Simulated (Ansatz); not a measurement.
```yaml
crystal:
  periodic: [false, false, false]
  atoms:
    - {symbol: Na, position_ang: [1.842728, -0.819221, -0.615333]}
    - {symbol: Na, position_ang: [-1.235041, -0.195999, 1.697030]}
    - {symbol: Pb, position_ang: [-0.607686, 1.015220, -1.081696]}
basis:
  gaussian: {orbitals: def2-TZVPD}
hamiltonian: {xc: {name: HSE06}, dispersion: d4}
output: {forces: true}
```

```sh
$ ansatz run in.yaml --threads 4 --pin off --events-out ev --progress --plain --max-ram 3916MiB
```

Shortened log:

```
Functional definition: HSE06
1131 factors; their error is unknown
127 factors; integrals over basis functions are off by at most 1.1e-5 eV
mean field evaluation 1: about -14073.1239 eV, gradient 1.8e1 eV
mean field evaluation 2: about -14061.2956 eV, gradient 4.1e1 eV
mean field evaluation 4: about -14074.9522 eV, gradient 3.4e0 eV
mean field evaluation 8: about -14075.0687 eV, gradient 1.2e-1 eV
mean field evaluation 16: about -14075.0687 eV, gradient 4.2e-5 eV
mean field evaluation 32: about -14073.7838 eV, gradient 1.9e-1 eV
mean field -14075.06872237 eV, -517.2492351230 hartree, gradient 4.2e-5 eV, S^2 0.000000; 6 other end points of the search recorded, 0 dependent functions left out
reference -14075.06878334 eV, -517.2492373634 hartree; 22, 22 occupied and 104, 104 virtual orbitals, 1131 factors
Total energy: -14075.11102116 eV, -517.2507895748 hartree
Atom 0 at     1.842728    -0.819221    -0.615333 Å, force    -0.021876     0.034037    -0.034613 eV/Å
Atom 1 at    -1.235041    -0.195999     1.697030 Å, force    -0.018797     0.032690    -0.035678 eV/Å
Atom 2 at    -0.607686     1.015220    -1.081696 Å, force     0.040672    -0.066727     0.070291 eV/Å
Dipole moment:     0.381658    -0.637616     0.679370 e Å
```

Hardware: 4 threads of Intel Xeon Platinum 8488C on a shared host. Wall time 3.2 s.

In the def2 sets Pb takes a core potential; there is no spin–orbit coupling. HSE06 is defined as in plane-wave codes, on full-range PBE exchange. The restricted singlet is unstable towards broken spin symmetry in Hartree–Fock (as tested in another run); at RKS HSE06-D4/def2-TZVPD this wasn't settled.
